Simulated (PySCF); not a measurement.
C2H5NOSi, SMILES C#C[Si@H](N)O. Atoms are numbered in the order given.

```xyz
10

C      2.3956    -0.7499     0.5464
C      1.2234    -0.4500     0.4093
Si    -0.5504     0.0157     0.2202
N     -1.0309    -0.7002    -1.2695
O     -0.7612     1.6672     0.2230
H      3.4301    -1.0138     0.6715
H     -1.3145    -0.4142     1.4143
H     -0.4429    -1.3874    -1.7281
H     -2.0033    -0.7785    -1.5478
H     -0.3715     2.1367    -0.5252
```

Geometry: B3LYP-D3(BJ)/def2-SVP. The structure was generated by enumeration; whether it is a known compound was not checked. The values are those of a single conformer.

Two levels are set side by side: PBE/pcSseg-1 (PySCF) and PBE0/pcSseg-1 (PySCF). GIAO shifts against H2O (¹⁷O), NH3 (¹⁵N), TMS (²⁹Si), TMS (¹H), TMS (¹³C) at the same level; non-relativistic, no solvent, atoms listed together averaged. Differences are taken from unrounded values.

```json
[
 {"quantity": "δ(¹³C) of C1 (ppm)", "PBE0": "100.0", "PBE": "95.6", "PBE minus PBE0": "-4.4"},
 {"quantity": "δ(¹³C) of C2 (ppm)", "PBE0": "91.3", "PBE": "89.6", "PBE minus PBE0": "-1.7"},
 {"quantity": "δ(²⁹Si) of Si3 (ppm)", "PBE0": "-46.9", "PBE": "-49.7", "PBE minus PBE0": "-2.7"},
 {"quantity": "δ(¹⁵N) of N4 (ppm)", "PBE0": "36.8", "PBE": "43.0", "PBE minus PBE0": "6.3"},
 {"quantity": "δ(¹⁷O) of O5 (ppm)", "PBE0": "67.4", "PBE": "78.2", "PBE minus PBE0": "10.8"},
 {"quantity": "δ(¹H) of H6 (ppm)", "PBE0": "2.36", "PBE": "2.23", "PBE minus PBE0": "-0.13"},
 {"quantity": "δ(¹H) of H7 (ppm)", "PBE0": "5.00", "PBE": "5.23", "PBE minus PBE0": "0.23"},
 {"quantity": "δ(¹H) of H10 (ppm)", "PBE0": "1.91", "PBE": "1.82", "PBE minus PBE0": "-0.09"}
]
```

Rough cost on one machine, each run with all the roots and properties that it gave: PBE0 against PBE within a factor of 2.
